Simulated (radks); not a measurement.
The numbers below are computed, except where a source is named.
Q: Ionisation of the vanadium ion V2+, [Ar] 3d3, to [Ar] 3d2 as the strength of local exchange is varied. Level of theory: Dirac Kohn-Sham, Slater X-alpha exchange (alpha = 2/3 is LDA exchange), no correlation, spin-unpolarised, spherical densities, finite nucleus; open shells fill j = l - 1/2 first; Fermi nuclear charge, rms radius 3.6002 fm (a radial shooting solver on a logarithmic mesh with Libxc functionals).

alpha  E(V2+) (hartree)  exchange (hartree)  IE (eV)  -e of the level emptied (eV)  <r> of it (bohr)
0.556        -937.66925           -33.91741   25.559                18.378 (3d3/2)             1.391
0.589        -939.68435           -36.00247   26.164                18.892 (3d3/2)             1.373
0.601        -940.41812           -36.76265   26.387                19.081 (3d3/2)             1.367
0.661        -944.09492           -40.57929   27.520                20.052 (3d3/2)             1.336
0.828        -954.39848           -51.33973   30.851                22.952 (3d3/2)             1.261
0.916        -959.86904           -57.09075   32.709                24.594 (3d3/2)             1.227
0.938        -961.24110           -58.53717   33.184                25.016 (3d3/2)             1.218
?            -944.46333           -40.96239   27.635                20.151 (3d3/2)             1.334

Which alpha was used in the last row?

A: alpha = 0.667. NIST Atomic Spectra Database: 29.311 eV (measured). The Delta-SCF value meets it near alpha = 0.75. Spin polarisation and multiplet splitting are left out, so open shells lie too high by an amount that depends on their filling.

Beside tabulated values, note that spin-unpolarised runs miss the spin-polarisation part of the exchange energy of open shells.
